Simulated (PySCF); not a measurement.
Gas-phase reaction: 2 TiCl₄.H₂O + O = 2 TiCl₃OH + H₂O + 2 Cl

Energies from PySCF, thermal terms from the rigid-rotor harmonic-oscillator model, ideal gas at 1 bar. † marks an energy on the PBE0/def2-TZVP geometry and frequencies; other levels use their own. MP2 freezes the core. Open shells (unrestricted): O (multiplicity 3, electronic degeneracy 9), Cl (multiplicity 2, electronic degeneracy 6); the rest are closed-shell singlets. Spin-orbit splitting is ignored; it lowers the true energy and changes the entropy of O, Cl. Adducts (TiCl₄.H₂O) have no counterpoise correction, and HF, PBE, BLYP, B3LYP and PBE0 lack dispersion. TiCl₄.H₂O, TiCl₃OH: computed as isolated molecules; such fragments, hydroxides, amides, oligomers or adducts are transient or little studied in the gas. MP2 isn't extrapolated to the basis-set limit; its ΔH°(298 K) is 32.9 kJ in def2-SVP and 30.9 kJ in def2-TZVPP. The harmonic model lacks anharmonicity and excited electronic states, which grow with temperature; levels with a mode under 35 cm⁻¹ are left out. Soft modes under 120 cm⁻¹ make the harmonic entropy rough for TiCl₄.H₂O, TiCl₃OH.

```json
[
 {"level": "MP2/def2-SVP†", "ΔE electronic, kJ": "45", "ΔH°(298 K), kJ": "33", "ΔS°(298 K), J/K": "282", "ΔG°(1200 K), kJ": "-296"},
 {"level": "MP2/def2-TZVPP†", "ΔE electronic, kJ": "43", "ΔH°(298 K), kJ": "31", "ΔS°(298 K), J/K": "282", "ΔG°(1200 K), kJ": "-298"},
 {"level": "PBE0/def2-QZVP†", "ΔE electronic, kJ": "27", "ΔH°(298 K), kJ": "15", "ΔS°(298 K), J/K": "282", "ΔG°(1200 K), kJ": "-314"},
 {"level": "PBE0/def2-SVP†", "ΔE electronic, kJ": "59", "ΔH°(298 K), kJ": "47", "ΔS°(298 K), J/K": "282", "ΔG°(1200 K), kJ": "-282"},
 {"level": "PBE0/def2-TZVP", "ΔE electronic, kJ": "32", "ΔH°(298 K), kJ": "20", "ΔS°(298 K), J/K": "282", "ΔG°(1200 K), kJ": "-310"},
 {"level": "LDA/def2-TZVP†", "ΔE electronic, kJ": "59", "ΔH°(298 K), kJ": "47", "ΔS°(298 K), J/K": "282", "ΔG°(1200 K), kJ": "-282"},
 {"level": "ωB97X-V/def2-TZVP†", "ΔE electronic, kJ": "25", "ΔH°(298 K), kJ": "13", "ΔS°(298 K), J/K": "282", "ΔG°(1200 K), kJ": "-317"}
]
```
ΔH° is lowest at ωB97X-V/def2-TZVP† and highest at LDA/def2-TZVP†. No reference value is set beside these.
